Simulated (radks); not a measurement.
The numbers below are computed, except where a source is named.
The mercury ion Hg2+, 78 electrons, occupied as [Xe] 4f14 5d9 6s1 (not the ground configuration). Code: a radial shooting solver on a logarithmic mesh with Libxc functionals. Model: Dirac Kohn-Sham, BP86, spin-unpolarised, spherical densities, finite nucleus; open shells fill j = l - 1/2 first; Fermi nuclear charge, rms radius 5.4648 fm.

Unscreened Slater integrals over Kohn-Sham orbitals (eV). Large and small components are both included.

integral          value
F0(6s1/2,6s1/2)  10.587
F0(6s1/2,5d5/2)  12.382
G2(6s1/2,5d5/2)  3.0014
F0(6s1/2,5d3/2)  12.470
G2(6s1/2,5d3/2)  2.7603
F0(6s1/2,5p3/2)  13.004
G1(6s1/2,5p3/2)  1.1112
F0(5d5/2,5d5/2)  17.179
F2(5d5/2,5d5/2)  8.9106
F4(5d5/2,5d5/2)  5.9070
F0(5d5/2,5d3/2)  17.475
F2(5d5/2,5d3/2)  9.0609
G2(5d5/2,5d3/2)  9.0474
G4(5d5/2,5d3/2)  6.0023
F0(5d5/2,5p3/2)  19.439
F2(5d5/2,5p3/2)  9.7032
G1(5d5/2,5p3/2)  11.805
G3(5d5/2,5p3/2)  7.3108
F0(5d3/2,5d3/2)  17.788
F2(5d3/2,5d3/2)  9.2370
F0(5d3/2,5p3/2)  19.886
F2(5d3/2,5p3/2)  10.070
G1(5d3/2,5p3/2)  12.450
G3(5d3/2,5p3/2)  7.7132
F0(5p3/2,5p3/2)  23.022
F2(5p3/2,5p3/2)  12.401
